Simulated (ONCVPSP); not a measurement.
**Transferability test, ONCV potential for selenium**

| Item | Value |
| --- | --- |
| Element | selenium |
| Generator | ONCVPSP 4.0.1 |
| Type | optimised norm-conserving Vanderbilt (ONCV) |
| Functional | PBE |
| Relativity | fully relativistic |
| Frozen core | [Ar] 3d10 |
| Valence charge | 6 |
| Reference configuration | 4s2 4p2 (charge +2) |
| Partial waves | 4s: rc 1.20 bohr, ncon 3, nbas 6, qcut 4.3 1/bohr, 1 projector; 4p: rc 1.20 bohr, ncon 4, nbas 8, qcut 7.3 1/bohr, local |
| Local potential | the p channel |
| Core correction | none |

Open shells are filled in proportion to 2j + 1.

Energies are relative to the spin-unpolarised reference configuration 4s2 4p2; without spin polarisation the order of configurations can differ from experiment. The p channel is local and has no spin–orbit splitting in the pseudo-atom.

Problem. Give the all-electron excitation energy and the error of the potential for: 4s2 4p4; 4s2 4p3; 4s2 4p1; 4s2 4p3.5.

Solution.

```
valence configuration  charge  ΔE all-electron (eV)  error AE − PS (meV)
              4s2 4p4       0               -31.203                  -15
              4s2 4p3      +1               -20.353                 -9.2
              4s2 4p1      +3                30.875                  +11
            4s2 4p3.5    +0.5               -26.891                  -13
```

Note: ghosts flagged at negative energy: s at -913.9 eV; no localised positive-energy state flagged. A true bound ghost makes a file unfit for plane-wave use. The potential misses its own reference levels by up to 0.4 eV.
